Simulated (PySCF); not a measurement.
Gas-phase reaction: 3 SnCl2 + 3 HCl → 2 SnCl4 + SnH3Cl

Computed with PySCF (xtb for GFN2) and rigid-rotor harmonic-oscillator thermochemistry at 1 bar. † marks an energy on the PBE0/def2-TZVP geometry and frequencies; other levels use their own. MP2 and CCSD(T) freeze the core. All species are closed-shell singlets. Sn: scalar-relativistic def2 core potential, no spin-orbit coupling. SnH3Cl: computed as isolated molecules; such fragments, hydroxides, amides, oligomers or adducts are transient or little studied in the gas. MP2 isn't extrapolated to the basis-set limit. CCSD(T) isn't extrapolated to the basis-set limit.

```json
[
 {"level": "CCSD(T)/def2-SVP†", "ΔH°(298 K), kJ": "-124"},
 {"level": "GFN2-xTB", "ΔH°(298 K), kJ": "[?]"},
 {"level": "HF/def2-TZVP†", "ΔH°(298 K), kJ": "[?]"},
 {"level": "M06-2X/def2-TZVP†", "ΔH°(298 K), kJ": "[?]"},
 {"level": "MP2/def2-SVP†", "ΔH°(298 K), kJ": "-166"},
 {"level": "MP2/def2-TZVPP†", "ΔH°(298 K), kJ": "-99"},
 {"level": "PBE0/def2-QZVP†", "ΔH°(298 K), kJ": "-77"},
 {"level": "PBE0/def2-TZVP", "ΔH°(298 K), kJ": "[?]"},
 {"level": "r2SCAN/def2-TZVP†", "ΔH°(298 K), kJ": "-103"}
]
```

Problem. What belongs in the gaps?

Solution. 
- GFN2-xTB, ΔH°(298 K), kJ: 286
- HF/def2-TZVP†, ΔH°(298 K), kJ: -111
- M06-2X/def2-TZVP†, ΔH°(298 K), kJ: -140
- PBE0/def2-TZVP, ΔH°(298 K), kJ: -86
